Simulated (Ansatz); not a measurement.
Consider the ligand exchange at the Si–C bond: `C[SiH2]CSS` + `[SiH3][TeH]` → `C[SiH2][Te][SiH3]` + `CSS`.

Gas-phase electronic energies from Ansatz, PBE0-D4/def2-TZVP geometries. CCSD(T)/CBS is the MP2 limit (def2-TZVPP, def2-QZVPP) plus CCSD(T) − MP2 in def2-TZVPP, frozen cores. DFT in def2-TZVPP. B3LYP here is the variant with VWN-RPA as its local correlation; programs differ in this. def2 core potentials past Kr. For Te outer-core shells are correlated without core-valence functions, which leaves a few kJ/mol of doubt a bond. One conformer a species, not always the lowest.

```csv
level,ΔE (kJ/mol),difference from CCSD(T)/CBS
PBE-D4,-73.5,0.1
r2SCAN-D4,-72.7,0.9
PBE0-D4,-75.4,-1.8
B3LYP-D4,-69.9,3.7
ωB97X-V,-69.3,4.3
ωB97M-V,-68.5,5.1
B2PLYP,-71.6,2.0
PBE,-73.9,-0.3
r2SCAN,-73.0,0.6
PBE0,-75.7,-2.1
B3LYP,-70.4,3.2
HF/def2-TZVPP,-74.1,-0.5
MP2/def2-TZVPP,-76.1,-2.5
SCS-MP2/def2-TZVPP,-72.7,0.9
CCSD/def2-TZVPP,-67.9,5.7
CCSD(T)/def2-TZVPP,-68.0,5.6
HF/def2-QZVPP,-74.2,-0.6
MP2/def2-QZVPP,-79.3,-5.7
SCS-MP2/def2-QZVPP,-75.7,-2.1
HF/CBS(def2),-74.2,-0.6
MP2/CBS(def2),-81.7,-8.1
CCSD/CBS(def2),-73.6,0.0
CCSD(T)/CBS,-73.6,0
```

Largest T1 diagnostic among the species: 0.011.
